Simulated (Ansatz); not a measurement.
Consider the hydrogenolysis of the Al–C bond: `CO[CH2][AlH][SiH3]` + H₂ → `[AlH2][SiH3]` + `COC`.

Calculated with Ansatz (gas phase, PBE0-D4/def2-TZVP geometries, no zero-point term in ΔE). CBS: MP2 limit from def2 TZ/QZ plus the TZ coupled-cluster correction, frozen cores. This one scheme is used for every species. Each species was taken in one conformer, which may not be the lowest.

```json
{"species": "`CO[CH2][AlH][SiH3]`", "HF/def2-QZVPP energy (Eh)": "-686.74408"}
{"species": "H₂", "HF/def2-QZVPP energy (Eh)": "-1.13348"}
{"species": "`[AlH2][SiH3]`", "HF/def2-QZVPP energy (Eh)": "-533.76719"}
{"species": "`COC`", "HF/def2-QZVPP energy (Eh)": "-154.14022"}
```

Question: Work out ΔE.

Answer: ΔE = (-533.76719) + (-154.14022) − (-686.74408) − (-1.13348) = -0.02985 Eh = -78.4 kJ/mol. CCSD(T)/CBS gives -38.8 kJ/mol.

Largest T1 diagnostic among the species: 0.012.

From PBE to PBE0 (25 % exact exchange), in def2-TZVPP and without D4, ΔE moves by −7.8 kJ/mol. In def2-TZVPP, CCSD(T) changes the Hartree–Fock value by +36.5 kJ/mol (the triples alone add +6.9 kJ/mol) and MP2 by +41.2 kJ/mol. The D4 term adds +13.0 kJ/mol with B3LYP and +7.5 kJ/mol with PBE0; it sums over pairs of atoms, weighted by their polarisabilities, and B3LYP, whose exchange is more repulsive, gets the larger term.

B3LYP here is the variant with VWN-RPA as its local correlation; programs differ in this.
